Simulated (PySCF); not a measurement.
One of the candidates below gave these computed data.

All candidates are C5H6N2S.

| technique | computed result |
| --- | --- |
| NMR, other nuclei | isotropic shieldings of nuclei other than C and H, by class: -140 (1 N), -118 (1 N), 248 (1 S) ppm [GIAO PBE0/pcSseg-1] |
| UV, strongest line | among the 8 lowest singlet transitions: S2 at 5.61 eV (221 nm, f = 0.168) [TDDFT PBE0/def2-SVPD] |
| Triplet | lowest triplet excitation (Tamm–Dancoff): 4.01 eV [TDA PBE0/def2-SVPD] |
| Rotational structure | rotational constants A, B, C: 4.247, 1.371, 1.128 GHz [GFN2-xTB] |
| Polarisability | 85.6 au [PBE0/def2-SVPD] |
| 1H NMR | chemical shifts (computed TMS as zero) by class: 8.35 (1 H), 2.73 (1 H), 1.43 (2 H), 0.78 (2 H) ppm [GIAO PBE0/pcSseg-1] |
| 13C NMR | chemical shifts (computed TMS as zero) by class: 181.2 (1 C), 150.2 (1 C), 18.9 (2 C), 16.5 (1 C) ppm [GIAO PBE0/pcSseg-1] |
| UV, first state | lowest singlet excitation: 4.65 eV (267 nm, f = 0.000) [TDDFT PBE0/def2-SVPD] |

Gas-phase values; electronic properties from PySCF, density fitting. Levels stand in brackets. One conformer (not necessarily the lowest) at the GFN2-xTB geometry, without solvent, vibrations or thermal averaging. Each NMR value is the plain mean over a class of atoms that symmetry, rotation or inversion makes alike.

Question: Which candidate is it?
A. `[H]/N=C\c1ccc(N)s1`
B. `c1nnc(C2CC2)s1`
C. `C=Cc1nnc(C)s1`

Answer: B. It is `c1nnc(C2CC2)s1`. Numbering: `[cH:1]1[n:2][n:3][c:4]([CH:5]2[CH2:6][CH2:7]2)[s:8]1`. Its formula, C5H6N2S, gives 4 degrees of unsaturation: 2 rings and 2 π bonds in the structure found (Kekulé form). 5 carbons fall into 4 classes; from least to most shielded: substituted aromatic carbon [C4] (181.2 ppm), aromatic CH next to a ring nitrogen [C1] (150.2 ppm), three-membered-ring carbon [C6/C7] (18.9 ppm, 2 C), benzylic-type carbon [C5] (16.5 ppm). Hydrogen classes from least to most shielded: 1 H on an aromatic CH next to a ring nitrogen, C1 (8.35 ppm), 1 H on a benzylic-type carbon, C5 (2.73 ppm), 2 H on 2 three-membered-ring carbons, C6/C7 (1.43 ppm), 2 H on 2 three-membered-ring carbons, C6/C7 (0.78 ppm). The other shieldings belong to: -140 ppm, pyridine-type nitrogen [N2]; -118 ppm, pyridine-type nitrogen [N3]; 248 ppm, thiophene-type sulfur [S8]. S1 is mainly HOMO→LUMO (weight 0.99); the largest Löwdin shares of the orbital it empties are 0.38 on a pyridine-type nitrogen, 0.37 on a pyridine-type nitrogen, 0.08 on the substituted aromatic carbon and 0.08 on the aromatic CH next to a ring nitrogen, of the orbital it fills 0.23 on the thiophene-type sulfur, 0.21 on the aromatic CH next to a ring nitrogen, 0.20 on the substituted aromatic carbon and 0.13 on a pyridine-type nitrogen. By its constants the optimised geometry is an asymmetric top.

The others, at the same levels:
- `C=Cc1nnc(C)s1` fails: it has 5 carbon classes against 4; its computed 13C shifts are 172.4 (1 C), 168.4 (1 C), 131.9 (1 C), 129.3 (1 C), 18.8 (1 C) ppm, 1H shifts are 7.34 (1 H), 6.97 (1 H), 5.88 (1 H), 2.89 (3 H) ppm and rotational constant A is 4.926 GHz (against 4.247 GHz).
- `[H]/N=C\c1ccc(N)s1` fails: it has 5 carbon classes against 4; its computed 13C shifts are 164.6 (1 C), 163.0 (1 C), 137.3 (1 C), 135.6 (1 C), 107.3 (1 C) ppm, 1H shifts are 9.74 (1 H), 8.15 (1 H), 6.76 (1 H), 5.96 (1 H), 3.93 (2 H) ppm and smallest rotational constant is 0.976 GHz (against 1.128 GHz).

Each candidate is one conformer, not necessarily the lowest. The conformers computed, where there is a choice (atom-mapped SMILES and torsion angles):
- `[cH:1]1[n:2][n:3][c:4]([CH:5]2[CH2:6][CH2:7]2)[s:8]1`: N3–C4–C5–C6 148°
- `[CH2:1]=[CH:2][c:3]1[n:4][n:5][c:6]([CH3:7])[s:8]1`: C1–C2–C3–N4 0°
- `[H]/[N:1]=[CH:2]\[c:3]1[cH:4][cH:5][c:6]([NH2:7])[s:8]1`: N1–C2–C3–C4 180°, H–N7–C6–C5 164°, H–N7–C6–C5 23°
